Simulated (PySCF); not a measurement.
Functional dependence of a UV spectrum

Species: CH8OSSi2.
InChI=1S/CH8OSSi2/c1-3-5-2-4/h5H2,1,4H3

Linear-response calculations in the def2-SVPD basis (PySCF; singlets by full response, triplets Tamm–Dancoff, core orbitals frozen in the response; HF means time-dependent Hartree–Fock). 'Strongest' is the level of largest summed f among the singlets computed (10 roots, of which the last may lack a degenerate partner); it can jump between rows when another state enters that window. S1 is the lowest singlet of each run and needn't be the same state throughout; f(S1) is that of one state. Isolated species at its PBE0-D3(BJ)/def2-SVP geometry (one conformer only).

| functional | kind | S1 (eV) | f(S1) | strongest (eV) | T1 (eV) | HOMO (eV) | gap (eV) | ionisation energy, ΔSCF (eV) |
| --- | --- | --- | --- | --- | --- | --- | --- | --- |
| LDA | LDA | 5.01 | 0.029 | 5.01 | 4.78 | -6.10 | 4.86 | 9.35 |
| PBE | GGA | 5.13 | 0.026 | 6.34 | 4.87 | -6.01 | 5.00 | 9.04 |
| B3LYP | global hybrid, 20% exact exchange | 5.63 | 0.007 | 6.02 | 5.29 | -6.95 | 6.58 | 9.28 |
| PBE0 | global hybrid, 25% exact exchange | 5.78 | 0.006 | 7.17 | 5.37 | -7.20 | 7.03 | 9.26 |
| BHandHLYP | global hybrid, 50% exact exchange | 6.05 | 0.001 | 7.89 | 5.60 | -8.26 | 8.88 | 9.21 |
| CAM-B3LYP | range-separated hybrid | 5.88 | 0.002 | 7.75 | 5.46 | -8.50 | 9.25 | 9.33 |
| wB97X-D | range-separated hybrid | 5.97 | 0.001 | 8.07 | 5.59 | -9.03 | 10.59 | 9.36 |
| LC-wPBE | range-separated hybrid | 6.15 | 0.001 | 8.49 | 5.62 | -9.89 | 11.75 | 9.40 |
| HF | Hartree–Fock | 6.55 | 0.001 | 9.09 | 5.93 | -9.96 | 12.22 | not settled |

S1 runs from 5.01 eV (LDA) to 6.55 eV (HF), a spread of 1.54 eV, while the orbital gap spreads over 7.4 eV. Along PBE (0%), B3LYP (20%), PBE0 (25%), BHandHLYP (50%), HF (100%) S1 rises with the share of exact exchange. −ε(HOMO) comes closest to its own ΔSCF ionisation energy with wB97X-D (-0.33 eV) and misses most with LDA (-3.25 eV). 'Not settled' means that the ion's SCF failed to converge or may have ended in another state than the lowest.

Without π bonds the low states are Rydberg-like; a valence basis with one diffuse set may place them up to an eV too high.
